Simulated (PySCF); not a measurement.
Ir(Cp)(C2H4)2, C9H13Ir, singlet (GFN2-xTB optimised geometry):

```
23

Ir    -0.109    -0.125     0.000
C      2.238    -0.125     0.000
C      1.818     0.931     0.806
C      1.031     1.813     0.000
C      1.052     1.338    -1.330
C      1.717     0.093    -1.314
H      2.900    -0.925     0.285
H      2.096     1.102     1.833
H      0.682     2.786     0.314
H      0.671     1.848    -2.198
H      1.984    -0.488    -2.185
C     -0.526    -2.208     0.034
C     -1.041    -1.642    -1.161
H      0.392    -2.786    -0.018
H     -1.226    -2.587     0.772
H     -2.116    -1.598    -1.298
H     -0.503    -1.805    -2.090
C     -1.372     0.141     1.687
C     -2.019     0.642     0.527
H     -1.781    -0.737     2.176
H     -0.933     0.849     2.384
H     -2.063     1.716     0.376
H     -2.900     0.125     0.161
```

Method: PySCF 2.14.0 with PBE0/def2-SVP, def2 effective core potentials past Kr.

Problem. What are the frontier orbital energies and the dipole moment?

Solution. HOMO-2 -6.71 eV, HOMO-1 -6.44 eV, HOMO -5.90 eV, LUMO 0.04 eV, LUMO+1 0.51 eV; dipole moment 1.42 D.

On the same geometry PBE/def2-SVP, def2 effective core potentials past Kr run with PySCF gives HOMO-2 -5.32 eV, HOMO-1 -5.13 eV, HOMO -4.95 eV, LUMO -0.99 eV, LUMO+1 -0.41 eV; dipole moment 1.42 D.
